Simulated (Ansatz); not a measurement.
The same ligand exchange along the group Mg, Zn, Cd.

Program: Ansatz. Geometries: PBE0-D4/def2-TZVP. ΔE: electronic, gas phase. CCSD(T)/CBS adds triple-zeta CCSD(T) − MP2 to the extrapolated MP2 energy (def2 sets, frozen cores). This one scheme is used for every species. DFT in def2-TZVPP. B3LYP here is the variant with VWN-RPA as its local correlation; programs differ in this. def2 core potentials past Kr. For Cd, Mg, Zn outer-core shells are correlated without core-valence functions, which leaves a few kJ/mol of doubt a bond. Scalar relativity is left out up to krypton. Each species was taken in one conformer, which may not be the lowest.

```csv
reaction,CCSD(T)/CBS(def2) (kcal/mol)
`[CH3][Mg][NH2]` + NH₃ → `[NH2][Mg][NH2]` + CH₄,-17.3
`[CH3][Zn][NH2]` + NH₃ → `[NH2][Zn][NH2]` + CH₄,?
`[CH3][Cd][NH2]` + NH₃ → `[NH2][Cd][NH2]` + CH₄,-2.8
```

Q: Fill in the missing values. (Estimate.)

A: Computed: `[CH3][Zn][NH2]` + NH₃ → `[NH2][Zn][NH2]` + CH₄: -7.8 kcal/mol.

Largest T1 diagnostic: 0.015, for `[NH2][Zn][NH2]`.
